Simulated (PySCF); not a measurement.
Si(H)3(OMe), CH6OSi, SMILES CO[SiH3], B3LYP/def2-SVP optimised geometry. Atoms within 1.6 Å of the plane z = 0.0 Å (x, y, z in Å): Si1 (-0.38, 0.69, 0.00), O2 (-0.98, -0.03, -1.38), H4 (-0.89, 2.09, 0.00), H5 (-0.85, -0.02, 1.23), H6 (1.11, 0.69, 0.00), H7 (-1.11, -2.09, -1.01).

Computed with B3LYP/def2-TZVP (PySCF). Cells within 0.4 Å of a nucleus heavier than hydrogen are left out (blank, or x).

Map of the log10 of the electron density (e/bohr³), floored at −4 on the plane z = 0.0 Å:

```
|0000000000000000000000000000000|
|0000000000000000000000000000000|
|0000000000001100000000000000000|
|0000000001122211000000000000000|
|0000000012333332110000000000000|
|0000000123444443221000000000000|
|0000000234556654322100000000000|
|0000001234677765433211000000000|
|0000001245679876544332100000000|
|0000001245678876555443210000000|
|0000001245677776666554321000000|
|0000001235667887777765421000000|
|0000001234568xx9778875432000000|
|0000001234568xxx788875432000000|
|0000001234567998777765431000000|
|0000001234566776666654321000000|
|0000001234556665555543321000000|
|0000001233455555444432210000000|
|0000000123344444333221100000000|
|0000000122334433222110000000000|
|0000000123344333211100000000000|
|0000000123344432211000000000000|
|0000000123444432110000000000000|
|0000000123344332100000000000000|
|0000000112333321100000000000000|
|0000000011222211000000000000000|
|0000000001111100000000000000000|
|0000000000000000000000000000000|
|0000000000000000000000000000000|
|0000000000000000000000000000000|
|0000000000000000000000000000000|
```
Scale: ten equal steps from -4.00 (start of '0') to -0.055 (end of '9'), in the order '0123456789'; x runs from -4.50 to 4.50, y from -4.50 (bottom) to 4.50 (top).
